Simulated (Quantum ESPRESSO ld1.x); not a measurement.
Values are calculated unless marked as measured or tabulated.
Coulomb parameter of the 4f shell of the europium ion Eu+ in the model configuration [Xe] 4f5.5 5d1.5 6s1, as a second difference U = [E(n + 0.5) + E(n - 0.5) - 2 E(n)] / (0.5)^2 with all orbitals relaxed. "Bare": the charge of the atom changes with n. "Screened": the 5d shell takes up the change at fixed total charge, which measures U(4f,4f) + U(5d,5d) - 2 U(4f,5d). Level of theory: scalar-relativistic Kohn-Sham, BLYP, spin-unpolarised, spherical densities, point nucleus (ld1.x of Quantum ESPRESSO 7.5).

case,configuration,E - E(n) (eV)
start,[Xe] 4f5.5 5d1.5 6s1,0.000
bare +0.5,[Xe] 4f6 5d1.5 6s1,-6.950
bare -0.5,[Xe] 4f5 5d1.5 6s1,10.905
screened +0.5,[Xe] 4f6 5d1 6s1,-3.694
screened -0.5,[Xe] 4f5 5d2 6s1,5.035

U(bare) = 15.819 eV, U(screened by 5d) = 5.362 eV, against the Slater integral F0(4f,4f) = 29.346 eV with frozen orbitals.
